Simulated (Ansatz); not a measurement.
Reactions of `OC(F)B(F)F`.

Calculated with Ansatz (gas phase, PBE0-D4/def2-TZVP geometries, no zero-point term in ΔE). CBS: MP2 limit from def2 TZ/QZ plus the TZ coupled-cluster correction, frozen cores. This one scheme is used for every species. Functionals use def2-TZVPP. Each species was taken in one conformer, which may not be the lowest.

```tsv
reaction	CCSD(T)/CBS(def2) (kJ/mol)
`OC(F)B(F)F` + `BN` → `BNC(O)F` + `FBF`	?
`OC(F)B(F)F` + H₂S → `FB(F)S` + `OCF`	?
`OC(F)B(F)F` + `N=C=O` → `O=C=NB(F)F` + `OCF`	-117
`OC(F)B(F)F` + HCl → `FB(F)Cl` + `OCF`	-96
`OC(F)B(F)F` + H–F → `OC(F)F` + `FBF`	-2
`OC(F)B(F)F` + ethane → `CCB(F)F` + `OCF`	-31
```

(1) Fill in the missing values. (Estimate.)

Largest T1 diagnostic: 0.018, for `N=C=O`.

Results:

(1) The calculation gave: `OC(F)B(F)F` + `BN` → `BNC(O)F` + `FBF`: +4.7 kJ/mol; `OC(F)B(F)F` + H₂S → `FB(F)S` + `OCF`: -81.4 kJ/mol.
